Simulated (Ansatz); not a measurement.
Task: Predict a relaxed structure of As(SMe)3 (C3H9AsS3), charge 0, singlet, at PBE-D4/def2-SVP (Ansatz).

Result: 
```xyz
16

As    0.215   -0.064   -0.041
S    -1.352   -1.525    0.717
C    -0.327   -2.434    1.936
H     0.569   -2.886    1.467
H    -0.965   -3.246    2.336
H    -0.025   -1.772    2.772
S    -1.060    0.835   -1.694
C    -0.649   -0.340   -3.040
H     0.440   -0.374   -3.242
H    -1.166    0.031   -3.947
H    -1.023   -1.356   -2.807
S    -0.185    1.559    1.497
C     1.180    2.705    1.063
H     2.170    2.212    1.126
H     1.145    3.526    1.805
H     1.032    3.131    0.051
```
Point group C3 (tolerance 0.1 Å). This is one stationary point.
